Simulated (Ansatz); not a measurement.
Ansatz (a quantum-chemistry and plane-wave program) input (CCSD(T)/aug-cc-pVDZ):

Ansatz 0.2 input:
```yaml
crystal:
  periodic: [false, false, false]
  atoms:
    - {symbol: C, position_ang: [1.83579664, 0.77479450, -0.35673475]}
    - {symbol: C, position_ang: [0.88668907, -0.12717047, -0.22031329]}
    - {symbol: F, position_ang: [1.10130852, -1.43924674, -0.39632804]}
    - {symbol: C, position_ang: [-0.55156549, 0.13968585, 0.14284672]}
    - {symbol: F, position_ang: [-0.77289503, 1.45049338, 0.32031507]}
    - {symbol: F, position_ang: [-0.88893386, -0.49618062, 1.27848286]}
    - {symbol: F, position_ang: [-1.38180881, -0.29512501, -0.82123241]}
    - {symbol: H, position_ang: [1.61526606, 1.81913909, -0.20496877]}
    - {symbol: H, position_ang: [2.84017519, 0.47753254, -0.62096068]}
basis:
  gaussian:
    orbitals: aug-cc-pVDZ
total_charge: 1
magnetization: {spin_polarized: true, initial_magnetization: 1}
correlation: {method: ccsd_t, electrons: outside_noble_gas}
```

End of the output:

```
integrals: 1.16 GiB planned
1722 factors; integrals over basis functions are off by at most 6.1e-4 eV
0.83 GiB of device memory are held for the factors and their scratch space
mean field: 1.11 GiB planned
mean field evaluation 1: about -13931.6476 eV, gradient 4.0e1 eV
mean field evaluation 2: about -13931.6499 eV, gradient 4.0e1 eV
mean field evaluation 4: about -13937.4173 eV, gradient 3.5e0 eV
mean field evaluation 8: about -13937.5151 eV, gradient 2.2e-1 eV
mean field evaluation 16: about -13937.5012 eV, gradient 1.1e0 eV
mean field -13937.51630595 eV, -512.1942770557 hartree, gradient 2.6e-6 eV, S^2 0.755507; 0 other end points of the search recorded, 0 dependent functions left out
7 core orbitals not correlated
reference -13937.51630595 eV, -512.1942770557 hartree; 21, 20 occupied and 151, 152 virtual orbitals, 1722 factors
second order -31.66014121 eV of doubles, -0.00000000 eV of singles
coupled cluster: 7.69 GiB planned
cycle   1  -31.51622563 eV  change    1.4e-1 eV  update   1.5e-1
cycle   2  -32.29658961 eV  change   -7.8e-1 eV  update   4.5e-2
cycle   3  -32.50623851 eV  change   -2.1e-1 eV  update   3.0e-2
cycle   4  -32.51455599 eV  change   -8.3e-3 eV  update   1.2e-2
cycle   5  -32.50574259 eV  change    8.8e-3 eV  update   7.7e-3
cycle   6  -32.51022665 eV  change   -4.5e-3 eV  update   2.9e-3
cycle   7  -32.51198234 eV  change   -1.8e-3 eV  update   1.3e-3
cycle   8  -32.51181962 eV  change    1.6e-4 eV  update   5.3e-4
cycle   9  -32.51178985 eV  change    3.0e-5 eV  update   2.6e-4
cycle  10  -32.51195064 eV  change   -1.6e-4 eV  update   1.2e-4
cycle  11  -32.51184740 eV  change    1.0e-4 eV  update   5.5e-5
cycle  12  -32.51187025 eV  change   -2.3e-5 eV  update   3.0e-5
perturbative correction -0.98691366 eV, -0.0362684081 hartree
Total energy: -13971.01508985 eV, -513.4253346580 hartree
```

This state (charge 1, doublet) is run at the relaxed geometry of the species with charge 0 and multiplicity 1.
